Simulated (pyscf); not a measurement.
# H₃C–GeH: (SMILES [CH3][GeH]), singlet

Gas-phase minimum from PySCF at ωB97X-D3(BJ)/def2-SVP, one conformer. Other isomers of H₃C–GeH: [singlet] were not searched in full and may lie lower. 

```
C
H 1 1.0998
H 1 1.1046 2 109.13
H 1 1.1047 2 109.09 3 115.60
Ge 1 1.9865 2 112.91 4 122.10
H 5 1.5955 1 93.60 2 179.79
```
Charge 0, spin multiplicity 1.

Properties at ωB97X-D3(BJ)/def2-SVP:

```
Item                                                                                                                                                                                   Result
---------------------------------------------------------------------------------------------------------------------  ----------------------------------------------------------------------
Harmonic wavenumbers, unscaled                                                                                         149, 572, 579, 622, 904, 1241, 1425, 1439, 1943, 3048, 3137, 3180 cm⁻¹
Zero-point energy                                                                                                                                                               26.1 kcal/mol
Rotational symmetry number                                                                                                                                                                  1
Entropy of this conformer at 298 K and 1 atm, rigid rotor and harmonic oscillator, modes under 100 cm⁻¹ raised to 100                                                         272.0 J/(mol K)
Dipole moment                                                                                                                                                                          0.84 D
```

Single-point totals, which compare only within one level (frozen core for MP2 and CC):

| level | total energy (hartree) |
|---|---|
| ωB97X-D3(BJ)/def2-TZVP | -2117.46083 |
| PBE/def2-TZVP | -2117.10602 |
| r²SCAN/def2-TZVP | -2117.44172 |
| B3LYP-D3(BJ)/def2-TZVP | -2117.54390 |
| PBE0-D3(BJ)/def2-TZVP | -2117.16952 |
| M06-2X/def2-TZVP | -2117.46047 |
| ωB97M-D3(BJ)/def2-TZVP | -2117.51498 |
| HF/def2-TZVPP | -2115.53468 |
| MP2/def2-TZVPP | -2115.95182 |
| CCSD/def2-TZVPP | -2115.97626 |
| CCSD(T)/def2-TZVPP | -2115.99246 |

Soft torsions are taken as harmonic, which can shift the entropy by several J/(mol K). The CCSD(T) − MP2 part came from Ansatz, without density fitting, on the same reference. The frozen core leaves the outer d or s,p core shells of the metals and heavy elements correlated in the MP2 and CC values, and def2-TZVPP describes them poorly, so these totals are far from the basis limit. Elements up to Kr have no core potential and no relativistic terms here.
